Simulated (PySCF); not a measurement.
**Correlation energy of S⁺ (sulfur, charge +1)**

[Ne] 3s2 3p2 4s1, high-spin 4P determinant (an excited configuration). Calculation: PySCF 2.14, in aug-cc-pV(T+d)Z; the non-relativistic Hamiltonian (point nucleus). Frozen: [Ne]; 5 electrons correlated.

```
  level  correlation energy (mhartree)
   CCSD                        -102.87
    (T)                          -3.39
CCSD(T)                        -106.26
```

Diagnostics: T1 = 0.015, D1 = 0.0438, largest double amplitude 0.099.

The outer electron is Rydberg-like, and this basis confines it to a smaller radius and binds it less than a complete one would.

Cost of the coupled-cluster step: of the order of 2.4 core-seconds, for 5 correlated electrons.

Iterations:

```
CC2 = 0
CCSD nocc = (np.int64(4), np.int64(1)), nmo = (50, 50)
frozen orbitals [[0, 1, 2, 3, 4], [0, 1, 2, 3, 4]]
max_cycle = 100
direct = 0
conv_tol = 1e-08
conv_tol_normt = 1e-06
diis_space = 8
diis_start_cycle = 0
Init t2, MP2 energy = -0.0805046451815712
Init E_corr(UCCSD) = -0.0805046451817437
cycle = 1  E_corr(UCCSD) = -0.0962940111396713  dE = -0.015789366  norm(t1,t2) = 0.051884
cycle = 2  E_corr(UCCSD) = -0.100496949990238  dE = -0.00420293885  norm(t1,t2) = 0.0203999
cycle = 3  E_corr(UCCSD) = -0.102881506829542  dE = -0.00238455684  norm(t1,t2) = 0.0115963
cycle = 4  E_corr(UCCSD) = -0.102868856865059  dE = 1.26499645e-05  norm(t1,t2) = 0.00982941
cycle = 5  E_corr(UCCSD) = -0.102751415067974  dE = 0.000117441797  norm(t1,t2) = 0.0085941
cycle = 6  E_corr(UCCSD) = -0.102859535812419  dE = -0.000108120744  norm(t1,t2) = 0.00225144
cycle = 7  E_corr(UCCSD) = -0.102824669375338  dE = 3.48664371e-05  norm(t1,t2) = 0.00152859
cycle = 8  E_corr(UCCSD) = -0.102857443167433  dE = -3.27737921e-05  norm(t1,t2) = 0.00130592
cycle = 9  E_corr(UCCSD) = -0.10284441032324  dE = 1.30328442e-05  norm(t1,t2) = 0.000993827
cycle = 10  E_corr(UCCSD) = -0.102866206000678  dE = -2.17956774e-05  norm(t1,t2) = 0.000406267
cycle = 11  E_corr(UCCSD) = -0.102868516902707  dE = -2.31090203e-06  norm(t1,t2) = 0.000110711
cycle = 12  E_corr(UCCSD) = -0.102868211039264  dE = 3.05863443e-07  norm(t1,t2) = 4.36012e-05
cycle = 13  E_corr(UCCSD) = -0.102867127237526  dE = 1.08380174e-06  norm(t1,t2) = 2.09801e-05
cycle = 14  E_corr(UCCSD) = -0.102867131209229  dE = -3.97170258e-09  norm(t1,t2) = 9.27473e-06
cycle = 15  E_corr(UCCSD) = -0.102866901625114  dE = 2.29584115e-07  norm(t1,t2) = 2.73689e-06
cycle = 16  E_corr(UCCSD) = -0.10286686857511  dE = 3.30500038e-08  norm(t1,t2) = 4.30191e-07
cycle = 17  E_corr(UCCSD) = -0.102866864743879  dE = 3.83123094e-09  norm(t1,t2) = 1.45141e-07
UCCSD converged
E(UCCSD) = -396.7802367199816  E_corr = -0.1028668647438792
UCCSD(T) correction = -0.00339399770179795
```
